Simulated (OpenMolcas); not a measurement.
## Multiconfigurational calculation on Zn I

Input:

```
&GATEWAY
Coord
1

Zn 0.0 0.0 0.0
Basis=ANO-RCC
Group=XYZ
NoMove
AngMom=0.0 0.0 0.0
AMFI
&SEWARD
&RASSCF
FileOrb=start.orb
Symmetry=1
Spin=3
nActEl=2 0 0
Inactive=8 6
Ras2=1 3
CIRoot=3 3 1
SDav=3
CIMx=300
Iter=120 100
PrWF=0.3
OrbListing=Nothing
MaxOrb=0
Atom
>>> COPY $Project.JobIph JOBPRE
&RASSCF
FileOrb=start.orb
Symmetry=1
Spin=3
nActEl=2 0 2
Inactive=8 6
Ras2=1 3
Ras3=5 0
CIRoot=3 3 1
SDav=18
CIMx=300
Iter=120 100
PrWF=0.3
OrbListing=Nothing
MaxOrb=0
Thrs=2.0e-7 1.0e-1 5.0e-4
Atom
>>> COPY $Project.JobIph JOB001
&RASSCF
FileOrb=start.orb
Symmetry=1
Spin=1
nActEl=2 0 2
Inactive=8 6
Ras2=1 3
Ras3=5 0
CIRoot=6 6 1
SDav=27
CIMx=300
Iter=120 100
PrWF=0.3
OrbListing=Nothing
MaxOrb=0
Thrs=2.0e-7 1.0e-1 5.0e-4
Atom
>>> COPY $Project.JobIph JOB002
&RASSCF
FileOrb=start.orb
Symmetry=2
Spin=3
nActEl=2 0 2
Inactive=8 6
Ras2=1 3
Ras3=5 0
CIRoot=3 3 1
SDav=18
CIMx=300
Iter=120 100
PrWF=0.3
OrbListing=Nothing
MaxOrb=0
Thrs=2.0e-7 1.0e-1 5.0e-4
Atom
>>> COPY $Project.JobIph JOB003
&RASSCF
FileOrb=start.orb
Symmetry=2
Spin=1
nActEl=2 0 2
Inactive=8 6
Ras2=1 3
Ras3=5 0
CIRoot=3 3 1
SDav=18
CIMx=300
Iter=120 100
PrWF=0.3
OrbListing=Nothing
MaxOrb=0
Thrs=2.0e-7 1.0e-1 5.0e-4
Atom
>>> COPY $Project.JobIph JOB004
&RASSI
NrOfJobIphs=4 3 6 3 3
1 2 3
1 2 3 4 5 6
1 2 3
1 2 3
IphNames
JOB001
JOB002
JOB003
JOB004
EJob
SpinOrbit
DIPRint=1.0
SOCoupling=1000.0
Subsets=2
MEES
Property=10
'ANGMOM' 1 'ANGMOM' 2 'ANGMOM' 3 'MLTPL  1' 1 'MLTPL  1' 2 'MLTPL  1' 3
'AMFI' 1 'AMFI' 2 'AMFI' 3 'MLTPL  2' 6
SOProperty=3
'ANGMOM' 1 'ANGMOM' 2 'ANGMOM' 3
```

A driver script runs the steps one by one and writes start.orb anew before each from the orbitals found so far.

Output, cut to the results:

```
--- SEWARD ---
Basis set label: ZN.ANO-RCC.........

      Electronic valence basis set:
      ------------------
      Associated Effective Charge  30.000000 au
      Associated Actual Charge     30.000000 au
      Nuclear Model: Point charge

      Shell  nPrim  nBasis  Cartesian Spherical Contaminant
         s      21      10        X
         p      15       9        X
         d      10       8                 X
         f       6       6                 X
         g       4       4                 X
         h       2       2                 X
                  Relativistic Douglas-Kroll-Hess integrals:
                    - DKH order of Hamiltonian: 2
                    - DKH order of Properties : 0
                  Atomic mean-field integrals
--- RASSCF ---
Wave function specifications:
      -----------------------------

      Number of closed shell electrons          28
      Number of electrons in active shells       2
      Max number of holes in RAS1 space          0
      Max nr of electrons in RAS3 space          2
      Number of inactive orbitals               14
      Number of active orbitals                  9
      Number of secondary orbitals             154
      Spin quantum number                      1.0
      State symmetry                             1
Orbital specifications:
      -----------------------

      Symmetry species                           1   2
                                                ag  au
      Frozen orbitals                            0   0
      Inactive orbitals                          8   6
      Active orbitals                            6   3
      RAS1 orbitals                              0   0
      RAS2 orbitals                              1   3
      RAS3 orbitals                              5   0
      Secondary orbitals                        72  82
      Deleted orbitals                           0   0
      Number of basis functions                 86  91
      Number of CSFs                            18
      Number of root(s) required                 3
      Iter CI   SX   CI       RASSCF       Energy    max ROT     max BLB   max BLB  Level Ln srch  Step   QN
          iter iter root      energy       change     param      element    value   shift minimum  type update
 Nr of preliminary CI iterations:   1
 ###############################################################################
 ###############################################################################
 ###                                                                         ###
 ###                                                                         ###
 ###    WARNING: Problems in orbital optimization.                           ###
 ###                                                                         ###
 ###                                                                         ###
 ###############################################################################
 ###############################################################################
  Warning: In symmetry  1, orbital p=   9 has diagonal density matrix element D(p,p) close to zero. D(p,p)=  2.698183E-23
      Total energies have been shifted. Add                -1000.00 au
        ...
 ###############################################################################
 ###############################################################################
  Warning: In symmetry  1, orbital p=   9 has diagonal density matrix element D(p,p) close to zero. D(p,p)=  2.479371E-23
        4   1    2    0  -793.92390666    2.27E-13  -2.01E-07    9  24 2  3.49E-07   0.50   0.00    SX    NO
      Convergence after  4 iterations
        5   1    2    0  -793.92390666   -6.82E-13  -2.01E-07    9  24 2  3.33E-07   0.50   0.00    SX    NO
      Natural orbitals and occupation numbers for root  1
      sym 1:   0.000000   0.008756   0.008756   0.002189  -0.000000   0.002189
      sym 2:   0.000000   0.989055   0.989055
      Natural orbitals and occupation numbers for root  2
      sym 1:  -0.000000  -0.000000   0.002189   0.008756   0.008756   0.002189
      sym 2:   0.989055   0.989055   0.000000
      Natural orbitals and occupation numbers for root  3
      sym 1:   0.000000   0.002189  -0.000000   0.002189   0.008756   0.008756
      sym 2:   0.989055  -0.000000   0.989055
::    RASSCF root number  1 Total energy:  -1793.92390666
::    RASSCF root number  2 Total energy:  -1793.92390666
...
--- RASSI ---
SPIN-FREE ENERGIES:
  (Shifted by EMIN (a.u.) =      -1794.2526447468)

 SF State       Relative EMIN(au)   Rel lowest level(eV)    D:o, cm**(-1)      L_eff

     4             0.0000000000        0.0000000000              0.0000         0.0
    10             0.1207508330        3.2857975554          26501.7446         1.0
    11             0.1207508330        3.2857975554          26501.7446         1.0
    12             0.1207508330        3.2857975554          26501.7446         1.0
    13             0.1987069722        5.4070921712          43611.1395         1.0
    14             0.1987069722        5.4070921712          43611.1395         1.0
    15             0.1987069722        5.4070921712          43611.1395         1.0
     8             0.2960053431        8.0547157215          64965.6636         2.0
     9             0.2960053431        8.0547157215          64965.6636         2.0
     5             0.2960053431        8.0547157215          64965.6636         2.0
     6             0.2960053431        8.0547157215          64965.6636         2.0
     7             0.2960053431        8.0547157215          64965.6636         2.0
     2             0.3287380884        8.9454190978          72149.6708         1.0
     3             0.3287380884        8.9454190978          72149.6708         1.0
     1             0.3287380884        8.9454190978          72149.6708         1.0
     Dipole printing threshold changed to   1.00000000E+00

++ Dipole transition strengths (spin-free states):
   -----------------------------------------------
     for osc. strength at least  1.00000000E+00

  ( Max oscillator strength is only   0.54466361522505358      )
--
Eigenvalues of complex Hamiltonian:
   -----------------------------------
  (Shifted by EMIN (a.u.) =      -1794.2526447468)

 SO State       Relative EMIN(au)   Rel lowest level(eV)    D:o, cm**(-1)     J-value

...
```

The J values that RASSI prints are effective ones from its own formula and need not be integers or half-integers; the table below assigns J from the states.

Levels above the lowest, from the spin-orbit matrix, grouped by J:

```json
{"Configuration": "4s²", "Term": "¹S", "J": "0", "E (cm⁻¹)": "0.0", "Measured (cm⁻¹)": "0.0", "g": "", "Term weight %": "100"}
{"Configuration": "4s 4p", "Term": "³P°", "J": "0", "E (cm⁻¹)": "26182", "Measured (cm⁻¹)": "32311", "g": "", "Term weight %": "100"}
{"Configuration": "4s 4p", "Term": "³P°", "J": "1", "E (cm⁻¹)": "26341", "Measured (cm⁻¹)": "32501", "g": "1.501", "Term weight %": "100"}
{"Configuration": "4s 4p", "Term": "³P°", "J": "2", "E (cm⁻¹)": "26662", "Measured (cm⁻¹)": "32890", "g": "1.501", "Term weight %": "100"}
{"Configuration": "4s 4p", "Term": "¹P°", "J": "1", "E (cm⁻¹)": "43613", "Measured (cm⁻¹)": "46745", "g": "1.000", "Term weight %": "100"}
{"Configuration": "4p²", "Term": "¹D", "J": "2", "E (cm⁻¹)": "64962", "Measured (cm⁻¹)": "", "g": "1.000", "Term weight %": "100"}
```

Against the 4 measured excited levels shown (NIST Handbook of Basic Atomic Spectroscopic Data) the mean absolute deviation is 5400 cm-1; the largest miss in energy is 4s 4p ³P°₂: computed 26662, measured 32890 cm⁻¹ (-18.9 %).

Without dynamic correlation excited terms often stand tens of per cent too high (terms of higher spin than the ground term too low), and those without a measured partner can miss by more than the paired ones. Configurations are named by rounded mean occupations; where the s occupation lies near a half they are strongly mixed, a name can repeat and a true partner stay unpaired. Some terms take much of their weight from 4d, a shell meant for correlation, so their names are nominal. Some terms mix strongly with configurations of 4d, whose occupation reaches 0.47 (4p² ¹D). Measured partners are found by configuration, term and J. A level has none where our copy of the source lacks it or the pairing is in doubt (some pairs that miss far off the trend of their configuration count as doubtful), and it then counts in no deviation. Only configurations of the active space appear. The first state left out of the spin-orbit step lies near 84000 cm-1 above the lowest spin-free state of the reference (among the parities and spins computed), and the list stops at four fifths of that energy or lower.

The term weight is that of the spin-free term in the level, not the purity of its configuration. ° marks odd parity.
